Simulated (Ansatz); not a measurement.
Consider the substitution at a C–N bond: `CN1BC1[SiH3]` + `[OH][Ga]([OH])[OH]` → `C[O][Ga]([OH])[OH]` + `[SiH3]C1BN1`.

Calculated with Ansatz (gas phase, PBE0-D4/def2-TZVP geometries, no zero-point term in ΔE). CBS: MP2 limit from def2 TZ/QZ plus the TZ coupled-cluster correction, frozen cores. Functionals use def2-TZVPP. B3LYP here is the variant with VWN-RPA as its local correlation; programs differ in this. For Ga outer-core shells are correlated without core-valence functions, which leaves a few kJ/mol of doubt a bond. Scalar relativity is left out up to krypton. One conformer a species, not always the lowest.

(1) Is it downhill or uphill in electronic energy at CCSD(T)/CBS, and by how much? (An estimate is asked.)

(2) What do these levels give: B3LYP-D4, MP2/def2-TZVPP, SCS-MP2/def2-TZVPP, CCSD(T)/def2-TZVPP, MP2/def2-QZVPP, MP2/CBS(def2)? (Estimate.)

Largest T1 diagnostic among the species: 0.014.

## Answers

(1) Computed: Uphill: ΔE = +51.7 kJ/mol.

(2) Ansatz gave: B3LYP-D4 48.9, MP2/def2-TZVPP 56.6, SCS-MP2/def2-TZVPP 52.3, CCSD(T)/def2-TZVPP 50.6, MP2/def2-QZVPP 57.1, MP2/CBS(def2) 57.7 kJ/mol.

In def2-TZVPP, CCSD(T) changes the Hartree–Fock value by +9.0 kJ/mol (the triples alone add +1.2 kJ/mol) and MP2 by +15.0 kJ/mol.
